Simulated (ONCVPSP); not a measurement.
# arsenic: excitation energies, all-electron against ONCV

- Element: arsenic (As)
- Generator: ONCVPSP 4.0.1
- Type: optimised norm-conserving Vanderbilt (ONCV)
- Functional: PBE
- Relativity: fully relativistic
- Frozen core: [Ar] 3d10
- Valence charge: 5
- Reference configuration: 4s1 4p4
- Partial waves: 4s: rc 1.70 bohr, ncon 3, nbas 7, qcut 4.3 1/bohr, 2 projectors, debl 1.8 Ha; 4p: rc 1.95 bohr, ncon 3, nbas 6, qcut 3.4 1/bohr, 2 projectors, debl 3.1 Ha; d scattering state at 0.27 Ha: rc 1.50 bohr, ncon 3, nbas 6, qcut 7.2 1/bohr, 3 projectors, debl 0.7 Ha
- Local potential: polynomial inside 1.50 bohr (lpopt 3, dvloc0 0 Ha)
- Core correction: none

Open shells are filled in proportion to 2j + 1.

Energies are relative to the spin-unpolarised reference configuration 4s1 4p4; without spin polarisation the order of configurations can differ from experiment.

| valence configuration | charge | ΔE all-electron (eV) | error AE − PS (meV) |
| --- | --- | --- | --- |
| 4s2 4p3 | 0 | -9.412 | +7.0 |
| 4s2 4p2 | +1 | -0.260 | +2.2 |
| 4s1 4p3 | +1 | 9.842 | -3.9 |

What are ΔE and the potential's error for 4s2 4p1?

ΔE = 17.662 eV all-electron; the error (AE − PS) is -26 meV.

Levels in the configuration 4s1 4p3:

```json
{"level": "4s j=1/2", "all-electron (eV)": "-24.256", "pseudo (eV)": "-24.262"}
{"level": "4p j=3/2", "all-electron (eV)": "-13.948", "pseudo (eV)": "-13.959"}
{"level": "4p j=1/2", "all-electron (eV)": "-14.297", "pseudo (eV)": "-14.308"}
```

Note: ghosts flagged at negative energy: d5/2 at -41.8 eV, d3/2 at -42.6 eV; no localised positive-energy state flagged. A true bound ghost makes a file unfit for plane-wave use.
